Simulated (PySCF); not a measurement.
## Frontier levels across methods

Compound: C4H5FOSi.
Z-matrix (Å and degrees, PBE0-D3(BJ)/def2-SVP geometry), rows numbered from 1:
```
O 
C   1  1.2029
C   2  1.5307  1  122.96
C   3  1.4989  2  109.96  1  -179.85
C   4  1.3422  3  119.21  2    -0.05
F   5  1.3346  4  121.44  3   179.83
Si  5  1.8757  4  112.94  3    -0.08
H   3  1.1055  2  108.35  1   -56.83
H   3  1.1056  2  108.33  1    57.07
H   4  1.0957  3  120.31  2   179.88
H   7  1.4908  2  113.47  1    63.14
H   7  1.4909  2  113.46  1   -63.40
```

Basis pcSseg-1 throughout (PySCF), one geometry. Geometry: PBE0-D3(BJ)/def2-SVP; no solvent, vibrations or thermal averaging.

Problem. How do the orbital energies, the gap and the dipole change with the method?

Solution. 
| method | kind | HOMO (eV) | LUMO (eV) | gap (eV) | μ (D) | SCF cycles |
| --- | --- | --- | --- | --- | --- | --- |
| PBE | GGA | -5.59 | -2.70 | 2.89 | 1.26 | 16 |
| BP86 | GGA | -5.71 | -2.80 | 2.91 | 1.27 | 15 |
| KT3 | GGA | -5.74 | -2.63 | 3.11 | 1.19 | 18 |
| B97-2 | global hybrid | -6.77 | -1.71 | 5.06 | 1.27 | 15 |
| PBE0 | global hybrid | -7.04 | -1.65 | 5.39 | 1.28 | 15 |
| wB97X-D | range-separated hybrid | -8.91 | 0.19 | 9.10 | 1.27 | 14 |
| HF | Hartree–Fock | -10.33 | 2.33 | 12.66 | 1.42 | 11 |

The HOMO spans 4.74 eV, from PBE down to HF, and the gap runs from 2.89 eV (PBE) to 12.66 eV (HF). Over the methods PBE (0 %), BP86 (0 %), KT3 (0 %), B97-2 (21 %), PBE0 (25 %), HF (100 %), a straight line through the gap against the share of exact exchange rises by 0.97 eV for each 10 % (correlation coefficient 1.000). The dipole ranges from 1.19 D (KT3) to 1.42 D (HF). This basis has no diffuse functions.
